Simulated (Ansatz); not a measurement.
A structure relaxed at r2SCAN-D4/def2-SVP in Ansatz, charge 1, doublet:

```xyz
8

In    1.170   -1.593    0.270
In    0.811    1.165   -1.400
In   -0.150    1.039    1.696
In   -1.806   -0.579   -0.603
N     1.665    0.545    0.536
N     0.147   -0.934   -1.577
N    -0.774   -1.120    1.349
N    -1.062    1.476   -0.272
```

Question: Give its formula and point group.

Answer: the cluster In4N4⁺. Point group Td (tolerance 0.1 Å).

Question: Summarise the bond lengths by kind (pairs closer than 1.2 times the sum of covalent radii, bridged metal pairs left out).

Answer: 12 × In–N 2.20 to 2.27 Å.

In the def2 sets In takes a core potential; there is no spin–orbit coupling. The charge 1 doublet is spin-contaminated (final ⟨S²⟩ up to 1.96, 0.75 for a pure state). The structure comes from a short search, and lower isomers may exist.
